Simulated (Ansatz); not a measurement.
Reaction (cleavage of the Ge–Sb bond): `[GeH3][SbH2]` + `NB(O)Cl` → `NB(Cl)[O][GeH3]` + stibine

Gas-phase electronic energies from Ansatz, PBE0-D4/def2-TZVP geometries. CCSD(T)/CBS is the MP2 limit (def2-TZVPP, def2-QZVPP) plus CCSD(T) − MP2 in def2-TZVPP, frozen cores. Functionals use def2-TZVPP. def2 core potentials past Kr. For Ge, Sb outer-core shells are correlated without core-valence functions, which leaves a few kJ/mol of doubt a bond. Scalar relativity is left out up to krypton. One conformer a species, not always the lowest.

| level | ΔE (kJ/mol) |
| --- | --- |
| PBE-QIDH | 36.9 |
| BHLYP | 28.9 |
| CCSD(T)/def2-SVP | 27.5 |
| MP2/CBS(def2) | 39.8 |

**Question.** What does CCSD(T)/CBS give? (Estimate.)

**Answer.** Ansatz gave: +34.7 kJ/mol. The listed levels differ from it by 2.2, -5.8, -7.2, 5.1 kJ/mol.

Largest T1 diagnostic among the species: 0.014.

From BLYP to BHLYP (50 % exact exchange), in def2-TZVPP and without D4, ΔE moves by −6.8 kJ/mol. Leaving LDA and LC-ωPBE aside and taking each functional with its dispersion term where it has one, the values, not all of them listed here, spread over 26.6 kJ/mol, from B97M-V to PBE-D4. At CCSD(T), def2-SVP lies −7.2 kJ/mol from the extrapolated value and def2-TZVPP −9.2 kJ/mol.
